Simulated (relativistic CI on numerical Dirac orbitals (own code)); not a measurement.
Zn³⁺: M2,3 absorption edge

Computed with this model: Dirac-Coulomb-Breit CI, separate exchange-only KLI orbitals for each configuration, model QED, valence Slater integrals scaled by 0.8, multiplet model of core-to-valence dipole absorption; configurations [Ar] 3d9 → [Ne] 3s2 3p5 3d10; 300 K; Lorentzian 0.8 eV and Gaussian 0.3 eV FWHM. Energies are those of the free ion, without screening or charge transfer. The branching ratio is the share of the lower-energy edge in the whole absorption, uncertain by about 0.02 where the edges overlap. S is read from ⟨S²⟩ = S(S + 1).

Field parameters in Wybourne normalisation: Oh B⁴₀ = 21Dq, B⁴₄ = √(5/14) B⁴₀. The field is a parameter set, without covalency.

Computed curve for Oh, 10Dq = 19700 cm⁻¹, scaled to 100 at the maximum (points under 2 are left out and the grid is thinned):

```tsv
Energy (eV)	Intensity
81.0	2.0
81.1	2.2
81.3	2.5
81.4	2.7
81.6	3.1
81.7	3.4
81.8	3.7
82.0	4.4
82.1	4.8
82.3	5.9
82.4	6.6
82.5	7.4
82.7	9.6
82.8	11.0
82.9	12.9
83.1	18.1
83.2	21.9
83.4	33.5
83.5	42.2
83.6	53.5
83.8	81.4
83.9	93.6
84.1	98.1
84.2	88.8
84.3	75.2
84.5	48.5
84.6	38.6
84.8	25.3
84.9	21.0
85.0	17.8
85.2	13.4
85.3	12.0
85.4	10.9
85.6	9.6
85.7	9.3
85.9	9.2
86.0	9.5
86.1	10.1
86.3	12.4
86.4	14.4
86.6	20.7
86.7	25.3
86.8	30.6
87.0	39.2
87.1	39.9
87.3	32.7
87.4	27.1
87.5	21.8
87.7	14.0
87.8	11.4
87.9	9.4
88.1	6.7
88.2	5.8
88.4	4.4
88.5	4.0
88.6	3.5
88.8	2.9
88.9	2.7
89.1	2.2
89.2	2.1
```

The ground state has S = 0.50, and the centroid lies at 84.87 eV.
